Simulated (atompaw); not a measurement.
# An all-electron radial function and its pseudo partner (Rb)

Columns: radius, all-electron u(r) and pseudo u(r) of the 5s shell (level -2.64 eV) of rubidium in the configuration [Ar] 3d10 4s2 4p6 4d0.5 5s0.5 5p0; PBE, scalar-relativistic, PAW (atompaw) scheme, atompaw 4.2.0.5.

```json
{"r (bohr)": "0.115", "all-electron": "-0.0771", "pseudo": "-0.1361"}
{"r (bohr)": "0.231", "all-electron": "0.0278", "pseudo": "-0.2671"}
{"r (bohr)": "0.346", "all-electron": "0.1174", "pseudo": "-0.3847"}
{"r (bohr)": "0.462", "all-electron": "0.0984", "pseudo": "-0.4858"}
{"r (bohr)": "0.577", "all-electron": "0.0210", "pseudo": "-0.5646"}
{"r (bohr)": "0.692", "all-electron": "-0.0663", "pseudo": "-0.6192"}
{"r (bohr)": "0.808", "all-electron": "-0.1385", "pseudo": "-0.6483"}
{"r (bohr)": "0.923", "all-electron": "-0.1853", "pseudo": "-0.6514"}
{"r (bohr)": "1.038", "all-electron": "-0.2070", "pseudo": "-0.6301"}
{"r (bohr)": "1.154", "all-electron": "-0.2067", "pseudo": "-0.5866"}
{"r (bohr)": "1.269", "all-electron": "-0.1888", "pseudo": "-0.5251"}
{"r (bohr)": "1.385", "all-electron": "-0.1575", "pseudo": "-0.4489"}
{"r (bohr)": "1.500", "all-electron": "-0.1175", "pseudo": "-0.3636"}
{"r (bohr)": "1.615", "all-electron": "-0.0718", "pseudo": "-0.2733"}
{"r (bohr)": "1.731", "all-electron": "-0.0229", "pseudo": "-0.1813"}
{"r (bohr)": "1.846", "all-electron": "0.0264", "pseudo": "-0.0930"}
{"r (bohr)": "1.962", "all-electron": "0.0754", "pseudo": "-0.0096"}
{"r (bohr)": "2.077", "all-electron": "0.1222", "pseudo": "0.0653"}
{"r (bohr)": "2.192", "all-electron": "0.1665", "pseudo": "0.1314"}
{"r (bohr)": "2.308", "all-electron": "0.2082", "pseudo": "0.1888"}
{"r (bohr)": "2.423", "all-electron": "0.2463", "pseudo": "0.2370"}
{"r (bohr)": "2.538", "all-electron": "0.2811", "pseudo": "0.2776"}
{"r (bohr)": "2.654", "all-electron": "0.3129", "pseudo": "0.3120"}
{"r (bohr)": "2.769", "all-electron": "0.3411", "pseudo": "0.3410"}
{"r (bohr)": "2.885", "all-electron": "0.3663", "pseudo": "0.3664"}
{"r (bohr)": "3.000", "all-electron": "0.3884", "pseudo": "0.3884"}
```

Task: How many radial nodes do the two functions have?

Result: The all-electron 5s function has n − l − 1 = 4 (the table is too coarse to show those close to the nucleus); the pseudo-wave has 1, since 1 lower shell of the same l stays in the valence.

Task: Is the pseudo-wave norm-conserving?

Result: No, it belongs to a PAW set: the norm inside the radius is not constrained, and the difference is carried by the augmentation charge.
